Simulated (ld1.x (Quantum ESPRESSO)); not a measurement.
**How hard is this potassium PAW potential?**

K, PAW, made with ld1.x (Quantum ESPRESSO) 7.5 (PBE, scalar-relativistic). Core [Ne], reference 3s2 3p6 3d1 4s0 4p0. Waves: 3s (bound): rcut 2.28, rcutus 2.48 bohr; 4s (bound, empty): rcut 2.28, rcutus 2.48 bohr; 3p (bound): rcut 2.58, rcutus 2.86 bohr; 4p (bound, empty): rcut 2.58, rcutus 2.86 bohr; 3d (bound): rcut 3.40, rcutus 4.18 bohr; 3d channel at 0.45 Ry: rcut 3.40, rcutus 4.18 bohr. Local part: all-electron potential smoothed inside 2.72 bohr (lloc = -1). Core correction: Bessel-smoothed model core, default radius (core density twice the valence density). Augmentation charge: PSQ, inside the norm-conserving radii.

The pseudo-atom Hamiltonian at the reference potential is diagonalised in spherical Bessel functions j_l(qr) that vanish at 20 bohr, with q² up to the cutoff. All-electron valence levels (Ry): 3s -2.7065, 4s -0.2276, 3p -1.4921, 4p -0.1095, 3d -0.0461.

**Question.** How do the lowest levels (Ry) of each channel move with the cutoff, and are there ghosts?

**Answer.**

```
cutoff (Ry)     s #1     s #2     p #1     p #2    p #3     d #1    d #2    f #1    f #2  Σ f·Δε (mRy)
          8  -2.7053  -0.2067  -1.4902  -0.0968  0.0166  -0.0446  0.0242  0.0356  0.1560          13.5
         10  -2.7062  -0.2153  -1.4917  -0.0991  0.0143  -0.0446  0.0241  0.0356  0.1560           2.5
         12  -2.7063  -0.2228  -1.4919  -0.1032  0.0101  -0.0446  0.0241  0.0356  0.1560           1.6
         15  -2.7064  -0.2265  -1.4920  -0.1087  0.0049  -0.0446  0.0241  0.0356  0.1560           0.7
         18  -2.7065  -0.2274  -1.4920  -0.1091  0.0045  -0.0446  0.0241  0.0356  0.1560           0.2
         21  -2.7065  -0.2274  -1.4920  -0.1091  0.0045  -0.0446  0.0241  0.0356  0.1560           0.2
        400  -2.7065  -0.2276  -1.4921  -0.1093  0.0043  -0.0446  0.0241  0.0356  0.1560           0.0
```

Result: no extra level below or beside the all-electron valence levels (s, p, d, f tested); 10 mRy is reached at 10 Ry and 1 mRy at 15 Ry.

Test run stopped at test 4 of 7 (negative rho).
